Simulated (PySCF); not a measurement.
# Reading the logs of faulty runs: GeH4O2Si

Calculated results; nothing here was measured. The program is PySCF 2.14.0, an open-source quantum chemistry code, run on an isolated molecule that a program drew, which may never have been made. The molecule is GeH4O2Si (charge 0, singlet), drawn as the SMILES string `[OH][GeH2][O][SiH]`.

Each row is a Hartree-Fock (HF) and frozen-core CCSD(T) single point in the cc-pV(D+d)Z basis, meant for a local HF minimum. Run 1 is clean. Each other run has one planted mistake out of seven kinds, and not every kind appears here: one electron removed, one electron added, multiplicity raised by two, geometry at a saddle point, minimal basis STO-3G, one bond length entered in bohr, all coordinates scaled. The reference is restricted for singlets and unrestricted otherwise, and also for a bond in bohr. Adding or removing an electron swaps singlet and doublet. Electrons count all cores. HOMO and LUMO are orbital energies over both spins, the gradient is its largest component, and the lowest frequency (negative if imaginary) is given only where the gradient is small. Bond lengths are over the 7 bonds as drawn. T1 is the CCSD diagnostic: over 0.02 (restricted) or 0.045 (unrestricted) a single reference is doubtful. Germanium has the cc-pVDZ-PP basis, with a core potential (ECP10MDF) in place of its 10 inner electrons, and its 3s, 3p and 3d shells are frozen in CCSD(T).

Geometry of the clean run:
```xyz
8
GeH4O2Si, angstrom
O    -1.5128   -0.8466   -0.0567
Ge   -0.8945   -0.4594    1.5510
O     0.8308   -0.0490    1.3867
Si    2.3259   -0.7220    1.5091
H    -1.4619   -0.1463   -0.6919
H    -1.5680    0.7837    2.1149
H    -1.0459   -1.7259    2.3730
H     1.9234   -2.1055    2.0462
```

| run | electrons | basis functions | <S^2> | HOMO (eV) | LUMO (eV) | gradient (hartree/bohr) | lowest frequency (cm^-1) | mean bond (Å) | longest bond (Å) | T1 | HF (hartree) | CCSD(T) (hartree) | mistake |
|---|---|---|---|---|---|---|---|---|---|---|---|---|---|
| 1 | 66 | 94 | 0.000 | -8.74 | 1.40 | 1.8e-05 | 43 | 1.5307 | 1.781 | 0.0161 | -734.40448 | -735.00776 | no fault |
| 2 | 67 | 94 | 0.774 | -0.13 | 7.88 | 8.7e-02 | - | 1.5307 | 1.781 | 0.0174 | -734.38026 | -734.98772 | one electron added |
| 3 | 66 | 94 | 2.007 | -7.35 | 0.42 | 2.5e-02 | - | 1.5307 | 1.781 | 0.0190 | -734.35708 | -734.93513 | multiplicity raised by two |
| 4 | 66 | 94 | 1.034 | -7.60 | 0.73 | 2.2e-02 | - | 1.7397 | 3.107 | 0.0390 | -734.27360 | -734.83369 | one bond length entered in bohr |
| 5 | 66 | 94 | 0.000 | -8.30 | 1.77 | 1.6e-01 | - | 1.3822 | 1.608 | 0.0127 | -734.29765 | -734.87743 | ? |

**Which mistake was planted in run 5, and what did it cost?**

The mean and the longest bond both change by the same factor, 0.903, and the gradient is no longer small. So the mistake is: all coordinates scaled. Subtracting run 1 and multiplying by 627.51 kcal/mol a hartree, the energy moved by 67.0 kcal/mol in HF and 81.8 kcal/mol in CCSD(T).

Cautions from the logs. Run 2: the added electron raises the CCSD(T) energy, so it isn't bound in this basis.
